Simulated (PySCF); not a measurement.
**Radial density of Nb²⁺ (niobium, charge +2)**

UHF, [Kr] 4d2 5p1, one real determinant (an excited configuration). Computed with PySCF 2.14 in def2-TZVPPD with the def2 core potential (28 electrons), with scalar relativity through the core potential. This is the valence pseudo-density: the core potential removes the inner electrons and smooths the orbitals near the nucleus.

```
r (bohr)  4πr²ρ (e/bohr)  4πr²(ρα − ρβ)
  0.0462       1.110e-05         0.0000
  0.0777       4.718e-05         0.0000
   0.131       0.0002914         0.0000
   0.220        0.003219         0.0005
   0.370         0.08199         0.0105
   0.622           2.218         0.1781
    1.05           9.586         1.0497
    1.76           3.992         1.1690
    2.96          0.6279         0.5605
    4.98          0.1677         0.1677
    8.38        0.001369         0.0014
```

⟨L²⟩ = 14.04 against 20 for a pure G term, so this real determinant mixes terms. Energies and moments cover only the electrons outside the core potential.
